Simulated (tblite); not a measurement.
Species: C₅H₁₁OS (doublet state).
Cartesian coordinates in Å at the GFN2-xTB level; atoms count from 1:
```xyz
18
C5H11OS angstrom
C     -0.9580   -0.8190    1.1201
C     -0.0622   -0.2337    0.0234
C      0.5658   -1.3760   -0.7997
C      1.0018    0.5929    0.6610
S      1.9575    1.6780   -0.2968
C     -0.9148    0.6410   -0.9231
O     -1.5454    1.7095   -0.2687
H     -1.5065   -0.0217    1.6158
H     -0.3643   -1.3534    1.8581
H     -1.6753   -1.5095    0.6843
H      1.2184   -0.9718   -1.5706
H      1.1507   -2.0254   -0.1523
H     -0.2124   -1.9665   -1.2771
H      1.4513    0.2582    1.5788
H      2.7421    2.0963    0.6968
H     -1.7187    0.0409   -1.3543
H     -0.2784    1.0101   -1.7418
H     -0.8602    2.2566    0.1344
```

Computed with GFN2-xTB (tblite): harmonic, unscaled wavenumbers at the GFN2-xTB geometry, gas phase. This tight-binding method is rough: wavenumbers can miss measured ones by several per cent, in bad cases by 10 to 20. Modes of hydrogen on sulfur can be 10 to 20 % off. One conformer, not necessarily the lowest. Open shells enter through the occupations alone, without spin polarisation, and single modes of such species can be off by tens of per cent.

Harmonic wavenumbers (cm⁻¹): 44.8, 118.4, 167.5, 189.6, 210.5, 221.7, 249.4, 290.6, 322.1, 348.8, 378.0, 440.5, 468.9, 555.2, 742.8, 862.4, 887.8, 916.4, 956.6, 973.9, 1010.2, 1015.5, 1087.3, 1140.9, 1159.2, 1171.5, 1249.1, 1284.7, 1318.2, 1347.1, 1394.6, 1413.1, 1474.6, 1486.8, 1490.1, 1498.3, 1500.7, 2413.2, 2864.6, 2985.4, 3028.0, 3028.9, 3032.1, 3034.8, 3041.6, 3045.5, 3099.4, 3518.9.

A = 2620, B = 1684, C = 1335 MHz; mass 119.053 u (most abundant isotopes); point group C1, symmetry number 1; spin multiplicity 2.

**Question.** Zero-point energy?

**Answer.** ½Σν̃ = 32240 cm⁻¹ = 385.68 kJ/mol.

**Question.** What is S at 298.15 K and 1 bar for an ideal gas of classical rigid rotors and harmonic oscillators?

**Answer.** Translation 168.46, rotation 118.79, vibration 113.71, spin (R ln 2) 5.76: S = 406.7 J/(mol K).

**Question.** And Cp and H(298.15 K) − H(0)?

**Answer.** Cp = 156.03 J/(mol K), of which vibrations give 122.78 (their classical limit is 48 R = 399.1); H(298.15 K) − H(0) = 28.59 kJ/mol without the zero-point energy, 18.68 from vibrations.

**Question.** Blend soft modes into free rotors: weight 1/[1 + (100 cm⁻¹/ν̃)⁴] for the oscillator and the rest for a rotor with moment μB/(μ + B), μ = h/(8π²ν), B = 10⁻⁴⁴ kg m². What vibrational entropy results?

**Answer.** 107.60 J/(mol K) in place of 113.71, which changes −T·S at 298.15 K by +1.82 kJ/mol.

**Question.** How do the functions run with temperature in this model?

**Answer.** 
| T (K) | S (J/(mol K)) | Cp (J/(mol K)) | H − H(0) (kJ/mol) | G − H(0) (kJ/mol) | ln q(vib) |
| --- | --- | --- | --- | --- | --- |
| 100 | 284.7 | 76.5 | 5.07 | -23.40 | 1.27 |
| 200 | 352.1 | 120.0 | 15.05 | -55.37 | 3.65 |
| 300 | 407.7 | 156.7 | 28.88 | -93.43 | 6.19 |
| 500 | 504.1 | 223.6 | 67.20 | -184.85 | 11.15 |
| 800 | 625.1 | 291.0 | 145.25 | -354.86 | 18.16 |
| 1000 | 693.5 | 321.2 | 206.62 | -486.86 | 22.47 |

q(vib) and H(0) count from the zero-point level.

**Question.** Which modes carry the vibrational entropy at 298.15 K?

**Answer.** 44.8 cm⁻¹: 21.07; 118.4 cm⁻¹: 13.08; 167.5 cm⁻¹: 10.31; 189.6 cm⁻¹: 9.34; 210.5 cm⁻¹: 8.53; 221.7 cm⁻¹: 8.14 J/(mol K); the other 42 give 43.25 together.

**Question.** What must be added to the electronic energy to get the Gibbs energy at 298.15 K and 1 bar?

**Answer.** ZPE + [H(298.15 K) − H(0)] − T·S = 385.68 + 28.59 − 121.26 = 293.01 kJ/mol.

Hindered rotation and anharmonicity are outside this model. Other conformers, if any are populated, would add a mixing term that is left out. The structure is chiral; the term R ln 2 for an equal mix with its mirror image is left out.
